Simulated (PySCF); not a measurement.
Mayer bond orders and bond lengths

C7H15N.
Atom-mapped SMILES: `[CH3:1]/[N:2]=[CH:3]\[CH2:4][C:5]([CH3:6])([CH3:7])[CH3:8]` (hydrogens: H9, H10, H11 on C1; H12 on C3; H13, H14 on C4; H15, H16, H17 on C6; H18, H19, H20 on C7; H21, H22, H23 on C8)

Cartesian coordinates in Å at the GFN2-xTB level; atoms count from 1:
```
atom  x, y, z in Å
C1     2.9201    0.7304   -0.4553
N2     2.2161   -0.1708   -1.3136
C3     1.1924   -0.8197   -0.9882
C4     0.4333   -0.8780    0.3080
C5    -0.9095   -0.1159    0.2609
C6    -0.6537    1.3686   -0.0053
C7    -1.8132   -0.6844   -0.8352
C8    -1.6041   -0.2774    1.6160
H9     2.9395    1.7030   -0.9497
H10    3.9508    0.3788   -0.3844
H11    2.5110    0.8523    0.5529
H12    0.7934   -1.4527   -1.7770
H13    0.2304   -1.9300    0.5255
H14    1.0351   -0.4762    1.1248
H15   -0.1352    1.5050   -0.9518
H16   -1.5953    1.9120   -0.0470
H17   -0.0453    1.8024    0.7856
H18   -1.3966   -0.4935   -1.8208
H19   -1.9400   -1.7581   -0.7129
H20   -2.7951   -0.2180   -0.7868
H21   -2.5467    0.2658    1.6253
H22   -0.9803    0.1095    2.4195
H23   -1.8117   -1.3261    1.8194
```

Bond orders from the PBE0/pcSseg-1 density (PySCF). One conformer (not necessarily the lowest) at the GFN2-xTB geometry, without solvent, vibrations or thermal averaging.

Problem. How far do the computed orders between heavy atoms stray from the drawn ones?

Solution. The largest departure is 0.027, at C5–C8 (drawn single, 1.027).

Problem. Set the Mayer orders of the bonds between heavy atoms beside their lengths.

Solution. 
```json
{"bond": "C1–N2", "drawn as": "single", "length (Å)": "1.430", "Mayer order": "0.989"}
{"bond": "N2–C3", "drawn as": "double", "length (Å)": "1.255", "Mayer order": "1.986"}
{"bond": "C3–C4", "drawn as": "single", "length (Å)": "1.503", "Mayer order": "1.011"}
{"bond": "C4–C5", "drawn as": "single", "length (Å)": "1.545", "Mayer order": "0.979"}
{"bond": "C5–C6", "drawn as": "single", "length (Å)": "1.530", "Mayer order": "1.006"}
{"bond": "C5–C7", "drawn as": "single", "length (Å)": "1.530", "Mayer order": "1.004"}
{"bond": "C5–C8", "drawn as": "single", "length (Å)": "1.531", "Mayer order": "1.027"}
```

By pair of heavy elements: C–N: lowest C1–N2 (0.989, 1.430 Å), highest N2–C3 (1.986, 1.255 Å). C–C: lowest C4–C5 (0.979, 1.545 Å), highest C5–C8 (1.027, 1.531 Å).

Problem. And the bonds to hydrogen?

Solution. C–H: 0.93 to 0.96 (15 bonds).

Problem. Sum the orders of all bonds at each heavy atom with more than one neighbour and set the sums beside the valence in the SMILES.

Solution. C1 3.845 (drawn 4), N2 2.975 (drawn 3), C3 3.951 (drawn 4), C4 3.860 (drawn 4), C5 4.016 (drawn 4), C6 3.886 (drawn 4), C7 3.890 (drawn 4), C8 3.912 (drawn 4). Orders between atoms that aren't bonded are not in these sums.

Mayer orders depend on the basis set.

The run behind these numbers computed NMR shieldings as well. Hardware: one thread of an x86-64 server (shared host). Cost: 69 s wall (grids of density and orbitals included).
